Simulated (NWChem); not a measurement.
# C4H6O; SMILES C1C(=O)CC1

```xyz
11

O     -0.0349    -1.8677     0.0000
C      0.0159    -0.6742     0.0000
C      0.0379     0.3835     1.1021
C     -0.0628     1.4659     0.0000
C      0.0379     0.3835    -1.1021
H      0.9823     0.3770     1.6707
H     -0.7917     0.3118     1.8231
H      0.7463     2.2087     0.0000
H     -1.0219     2.0022     0.0000
H      0.9823     0.3770    -1.6707
H     -0.7917     0.3118    -1.8231
```
Atoms are numbered in this order, from 1.

Results from NWChem. Pople sets run with spherical d functions. All runs use the structure optimised with PBE0/def2-SVP. B3LYP is NWChem's, with the RPA form of VWN correlation.

Taking B3LYP/def2-TZVP as the yardstick, which of these has the fewest basis functions while keeping “highest occupied level (eV)” within 0.05 eV of it: B3LYP/STO-3G; B3LYP/6-31G*; B3LYP/6-31+G*; B3LYP/3-21G; B3LYP/def2-SVPD; B3LYP/def2-SVP?

B3LYP/6-31+G* (a larger set in the list lies outside the tolerance).
```
level            basis functions  highest occupied level (eV)  relative time (rough)
---------------  ---------------  ---------------------------  ---------------------
B3LYP/STO-3G                  31                        -4.03                      1
B3LYP/3-21G                   57                        -6.46                      2
B3LYP/6-31G*                  82                        -6.57                      3
B3LYP/def2-SVP               100                        -6.76                      3
B3LYP/6-31+G*                102                        -6.95                      6
B3LYP/def2-SVPD              151                        -7.03                      9
B3LYP/def2-TZVP              191                        -6.94                     10
```

The yardstick is one finite set, not the basis-set limit.
